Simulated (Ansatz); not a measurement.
Molecule: sum formula SiI2Cl, net charge 0, doublet state. It need not be the lowest isomer of its formula. 
Geometry from a B3LYP-D3(BJ)/def2-TZVP (Ansatz, a quantum-chemistry and plane-wave program) optimisation:
```xyz
4

Cl    -0.2949     2.5726    -0.1255
Si    -0.0642     0.6741     0.6586
I      2.0848    -0.2709    -0.1052
I     -1.9732    -0.7324    -0.0285
```
Charge 0, spin multiplicity 2.

Property: atomisation energy (electronic, to ground-state atoms), in kcal/mol. Valence correlation only, unless marked. Open shells are spin-unrestricted. Spin-orbit coupling is left out. Frozen are the shells of the preceding noble gas and the d and f shells that filled before the atom's block. Past Kr the def2 sets carry scalar-relativistic core potentials. STO-3G rows are all-electron and non-relativistic. The coupled-cluster limit lacks core correlation, which all-electron functionals hold. CBS(X,Y): correlation extrapolated as X^-3; Hartree-Fock from the larger set. The bracket is a focal-point correction in the basis named.

```
level                                                            program  atomisation energy (kcal/mol)
--------------------------------------------------------  --------------  -----------------------------
SVWN5/def2-TZVPD                                                  Ansatz                          264.8
BLYP-D3(BJ)/def2-TZVPD                                    Ansatz + dftd3                          219.1
revPBE-D4/def2-TZVPD                                      Ansatz + dftd4                          225.3
B3LYP-D4/def2-TZVPD                                       Ansatz + dftd4                          217.0
PBE0/STO-3G                                                       Ansatz                          276.0
PBE0/def2-SVP                                                     Ansatz                          215.7
PBE0-D3(BJ)/def2-TZVP                                     Ansatz + dftd3                          226.4
PBE0/def2-TZVPD                                                   Ansatz                          221.8
r2SCANh/def2-TZVPD                                                Ansatz                          224.6
HSE06/def2-TZVPD                                                  Ansatz                          222.5
B2GP-PLYP-D3(BJ)/def2-TZVPD                               Ansatz + dftd3                          220.2
B2PLYP-D3(BJ)/def2-TZVPD                                  Ansatz + dftd3                          217.1
RPA@PBE/def2-TZVPP                                                Ansatz                          180.1
MP2/STO-3G                                                        Ansatz                          221.1
MP2/def2-QZVPP                                                    Ansatz                          226.1
MP2/CBS(def2-TZVPP,def2-QZVPP)                                    Ansatz                          231.6
RI-MP2/CBS(def2-TZVPP,def2-QZVPP)                                 Ansatz                          231.5
SCS-MP2/def2-SVP                                                  Ansatz                          187.2
SCS-MP2/def2-QZVPP                                                Ansatz                          215.8
RI-MP2/CBS(def2-TZVPP,def2-QZVPP)+[CCSD(T)-MP2]/def2-SVP          Ansatz                          221.1
CCSD(T)/CBS(def2-TZVPP,def2-QZVPP)                                Ansatz                          219.9
```
